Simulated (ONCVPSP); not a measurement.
## What one change does to a pseudopotential (germanium (Ge), ONCV)

germanium (Ge), optimised norm-conserving Vanderbilt (ONCV), made with ONCVPSP 4.0.1 (PBEsol, fully relativistic). Core [Ar] 3d10, reference 4s2 4p2. Waves: 4s: rc 1.70 bohr, ncon 4, nbas 8, qcut 4.5 1/bohr, 2 projectors, debl 1.9 Ha; 4p: rc 1.90 bohr, ncon 3, nbas 6, qcut 3.4 1/bohr, 2 projectors, debl 2.6 Ha. Local part: polynomial inside 1.15 bohr (lpopt 5, dvloc0 0 Ha). Core correction: Teter function fitted to the true core (icmod 2), fcfact 0.65.

Open shells are filled in proportion to 2j + 1.

Change: s: nproj 3.

Cutoffs: the cutoffs (Ha) at which the residual kinetic energy of the hardest occupied pseudo-wave falls to 1 and 0.1 mHa per electron; they do not see the model core or the augmentation charge, which bear on the density cutoff. Errors are all-electron minus pseudo energies relative to the spin-unpolarised reference configuration.

**Question.** What does the change do?

**Answer.** The potential gets neither clearly harder nor softer (8.7 Ha and 25 Ha → 8.7 Ha and 25 Ha); a bound ghost appears in s, which as a rule spoils a file; the lowest positive-energy flag moves from s at 44.1 eV to p3/2 at 152.9 eV; the errors of the 4 common tests hardly move.

| quantity | base | changed |
| --- | --- | --- |
| cutoff, loose | 8.7 Ha | 8.7 Ha |
| cutoff, tight | 25 Ha | 25 Ha |
| bound ghosts | none | s |
| GHOST(+) flags under 300 eV | s at 44.1 eV, p3/2 at 152.9 eV, p1/2 at 155.1 eV | p3/2 at 152.9 eV, p1/2 at 155.1 eV, s at 253.6 eV |
| error for 4s2 4p1, meV [ΔE 7.46 eV] | +0.4 | +0.4 |
| error for 4s2 4p0, meV [ΔE 22.91 eV] | -6.8 | -7.0 |
| error for 4s1 4p0, meV [ΔE 57.70 eV] | -171 | -171 |
| error for 4s0 4p4, meV [ΔE 16.21 eV] | -33 | -33 |
| s: phases at 1.72 bohr within 0.05 rad from the reference energy up to (Ha; the scan ends near 5) | to the end of the scan | to the end of the scan |
| p3/2: phases at 1.93 bohr within 0.05 rad from the reference energy up to (Ha; the scan ends near 5) | 4.0 | 4.0 |
| p1/2: phases at 1.93 bohr within 0.05 rad from the reference energy up to (Ha; the scan ends near 5) | 4.0 | 4.0 |
| rms error of d²Exc/dni dnj with the model core, mHa | 4.93 | 4.94 |

 A true bound ghost makes a file unfit for plane-wave use even where its test errors are small: the radial tests pick states by their node count and pass the ghost by.
